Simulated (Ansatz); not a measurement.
CH5ClGeO, SMILES `[CH3][GeH]([OH])[Cl]`, relaxed with RKS PBE-D4/def2-SVP in the Gaussian-basis code of Ansatz from a rough embedded geometry. The force threshold is 0.03 eV/Å; the program also tests the step.

The species carries charge 0 and has multiplicity 1.

Start:

```xyz
9

C    -0.745   -0.151    0.882
Ge    0.742   -0.138   -0.303
O     0.719    1.377   -1.192
Cl    0.537   -1.734   -1.721
H    -0.748   -1.154    1.486
H    -0.686    0.664    1.662
H    -1.719   -0.082    0.362
H     2.035   -0.222    0.480
H    -0.136    1.439   -1.657
```

Question: How much energy does the relaxation release, and in how many steps? (Best estimate.)

Answer: Ansatz gave: 0.19 eV, in 5 steps.

Question: Which bonds change most? (Estimate.)

Answer: The calculation gave: C1–H5 from 1.171 to 1.107 Å; C1–Ge2 from 1.902 to 1.954 Å; Ge2–Cl4 from 2.145 to 2.193 Å; Ge2–O3 from 1.757 to 1.793 Å.

Question: Give the relaxed structure. (Estimate.)

Answer: Ansatz gave: 
```xyz
9

C    -0.798   -0.202    0.956
Ge    0.719   -0.109   -0.272
O     0.763    1.424   -1.202
Cl    0.497   -1.779   -1.675
H    -0.771   -1.163    1.506
H    -0.747    0.636    1.678
H    -1.749   -0.143    0.391
H     2.120   -0.189    0.374
H    -0.033    1.525   -1.757
```
